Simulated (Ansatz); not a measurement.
Geometry optimisation, Ansatz 0.2.0, RKS PBE0-D4/6-31G.

Input:

```yaml
crystal:
  periodic: [false, false, false]
  atoms:
    - { symbol: C, position_ang: [-1.5786, 0.9154, 0.4864] }
    - { symbol: Al, position_ang: [0.2792, 0.4091, 0.345] }
    - { symbol: C, position_ang: [0.8531, -0.9441, 1.6558] }
    - { symbol: C, position_ang: [1.1195, 0.2456, -1.4937] }
    - { symbol: S, position_ang: [2.26534, 1.71737, -1.71863] }
    - { symbol: H, position_ang: [-1.8711, 1.2195, 1.5276] }
    - { symbol: H, position_ang: [-1.7724, 1.8547, -0.1578] }
    - { symbol: H, position_ang: [-2.2339, 0.1446, 0.1208] }
    - { symbol: H, position_ang: [1.564, -0.4495, 2.4511] }
    - { symbol: H, position_ang: [0.0055, -1.367, 2.2156] }
    - { symbol: H, position_ang: [1.419, -1.7573, 1.1653] }
    - { symbol: H, position_ang: [0.32936, 0.30813, -2.2334] }
    - { symbol: H, position_ang: [1.73723, -0.60538, -1.51512] }
    - { symbol: H, position_ang: [1.2194, 2.66748, -1.68006] }
basis:
  gaussian: { orbitals: "6-31G" }
hamiltonian:
  xc: pbe0
  dispersion: d4
relax:
  f_tol: 0.015
  max_steps: 40
```

Launched with:

```bash
$ ansatz run input.yaml --threads 1 --pin off --max-ram 2048MiB --backend cpu --events-out ev --progress --plain --runs-dir out
```

**Question.** Where does it end, and by what steps?

**Answer.** The forces met the threshold. The force dipped under the threshold on the way, but the program's further checks kept it going. Limits of this set-up: no polarisation functions. After 20 steps the energy has fallen by 0.739 eV; S5 moved furthest, 0.79 Å. Joined: Al2–S5.

```csv
step,energy less start (eV),largest force component (eV/Å),accepted
0,0.0000,3.369,yes
1,-0.5284,0.947,yes
2,-0.5841,0.616,yes
3,-0.6644,0.362,yes
4,-0.6970,0.225,yes
5,-0.7207,0.345,yes
6,-0.7306,0.170,yes
7,-0.7293,0.198,no
8,-0.7347,0.068,yes
9,-0.7371,0.065,yes
10,-0.7378,0.035,yes
11,-0.7381,0.028,yes
12,-0.7383,0.018,yes
13,-0.7384,0.011,yes
14,-0.7385,0.019,yes
15,-0.7385,0.020,yes
16,-0.7386,0.015,yes
17,-0.7386,0.009,yes
18,-0.7386,0.036,yes
19,-0.7387,0.019,yes
20,-0.7389,0.011,yes
```

```xyz
14
Properties=species:S:1:pos:R:3
C -1.560 1.066 0.375
Al 0.109 0.022 0.191
C 0.928 -1.015 1.658
C 1.041 0.100 -1.555
S 1.931 1.740 -1.003
H -1.516 1.737 1.242
H -1.766 1.673 -0.515
H -2.421 0.401 0.527
H 1.468 -0.351 2.346
H 0.165 -1.541 2.247
H 1.642 -1.758 1.283
H 0.515 0.286 -2.492
H 1.851 -0.612 -1.724
H 0.949 2.612 -1.411
```

Whether the end is a true minimum wasn't checked by a vibrational analysis.

Time of the run: 100 s on 1 thread of Arm Neoverse V2, on a shared host, peak memory 0.17 GiB.
